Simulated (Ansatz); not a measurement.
A run for Ansatz (a quantum-chemistry and plane-wave program): R-CCSD(T)/def2-QZVPP on Cl3Sc (SMILES [Cl][Sc]([Cl])[Cl]). The basis file is the Basis Set Exchange's JSON of that set.

Ansatz 0.2 input:
```yaml
crystal:
  periodic: [false, false, false]
  atoms:
    - {symbol: Sc, position_ang: [0.00010028, -0.00023077, -0.00094320]}
    - {symbol: Cl, position_ang: [2.27067432, -0.00941680, -0.00872486]}
    - {symbol: Cl, position_ang: [-1.12670549, 1.97107835, -0.00148357]}
    - {symbol: Cl, position_ang: [-1.14406911, -1.96143077, 0.01125163]}
basis:
  gaussian:
    orbitals: def2-QZVPP.json
magnetization: {spin_polarized: false}
correlation: {method: ccsd_t, electrons: outside_noble_gas}
scf: {lower_state_search: off}
```

Program output:

```
WARN ansatz: RAYON_NUM_THREADS=4 ignored (pool sized by the plan → 4); use --threads N
Functional definition: HF
these checks for a lower state are left out or cut short: stability, starts, cluster_reference, orbital_swaps, neighbouring_geometries, increment
integrals: 2.74 GiB planned
1864 factors; integrals over basis functions are off by at most 4.9e-4 eV
mean field: 1.49 GiB planned
mean field evaluation 1: about -58192.8363 eV, gradient 2.6e1 eV
mean field evaluation 2: about -58192.9026 eV, gradient 2.6e1 eV
mean field evaluation 4: about -58195.1546 eV, gradient 1.9e0 eV
mean field evaluation 8: about -58195.1860 eV, gradient 2.1e-1 eV
mean field -58195.18639247 eV, -2138.6336538092 hartree, gradient 8.1e-6 eV, S^2 0.000000; 0 other end points of the search recorded, 0 dependent functions left out
24 core orbitals not correlated
reference -58195.18639247 eV, -2138.6336538092 hartree; 12, 12 occupied and 267, 267 virtual orbitals, 1864 factors
second order -18.95469898 eV of doubles, -0.00000000 eV of singles
coupled cluster: 8.87 GiB planned
cycle   1  -19.59071138 eV  change   -6.4e-1 eV  update   1.0e-1
cycle   2  -19.93116113 eV  change   -3.4e-1 eV  update   3.8e-2
cycle   3  -20.06032041 eV  change   -1.3e-1 eV  update   1.8e-2
cycle   4  -20.05259421 eV  change    7.7e-3 eV  update   4.3e-3
cycle   5  -20.04902777 eV  change    3.6e-3 eV  update   1.8e-3
cycle   6  -20.04894635 eV  change    8.1e-5 eV  update   5.5e-4
cycle   7  -20.04885990 eV  change    8.6e-5 eV  update   1.9e-4
cycle   8  -20.04890756 eV  change   -4.8e-5 eV  update   6.3e-5
cycle   9  -20.04894808 eV  change   -4.1e-5 eV  update   2.4e-5
cycle  10  -20.04894044 eV  change    7.6e-6 eV  update   7.1e-6
perturbative correction -1.01916681 eV, -0.0374536895 hartree
Total energy: -58216.25449972 eV, -2139.4078924702 hartree
Checks for a lower state left out: stability, starts, cluster_reference, orbital_swaps, neighbouring_geometries, increment
```

The calculation finished and met its thresholds.

Cost: very roughly 11 core-minutes.
